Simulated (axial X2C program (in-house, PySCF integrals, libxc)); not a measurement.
# Which molecule has these constants?

All values come from calculations with an in-house relativistic program for diatomic molecules, spin-free (one-electron X2C) or two-component (2c: spin–orbit coupling with atomic mean-field Coulomb and Gaunt terms, which also bring small scalar terms), in Dyall basis sets with cores contracted in-house; open shells are unrestricted.

A two-component PBE0 calculation in a Dyall 3-zeta basis gave Re = 1.909 Å, ωe = 585.3 cm⁻¹, De = 1.20 eV, Ω = 1/2.

Question: Which molecule is it?
A. InF⁺
B. InCl⁺
C. InBr⁺

Answer: A. The others have InBr⁺ 2.460 Å and 212.8 cm⁻¹ (Ω = 1/2); InCl⁺ 2.300 Å and 336.8 cm⁻¹ (Ω = 1/2).

Each entry is the lowest single determinant of a limited PBE0 search at one distance. De goes to single-determinant-based atoms at the same level (for ions the charge split of lowest energy) and is withheld (n/a) where an atom does not fit its ground term or J level. Main or longest-lived isotopes. Some light 2c atoms are not at their ground J level, so De misses part of their lowering (0.04 eV or less). The functionals have no current term, which raises determinants with orbital currents.
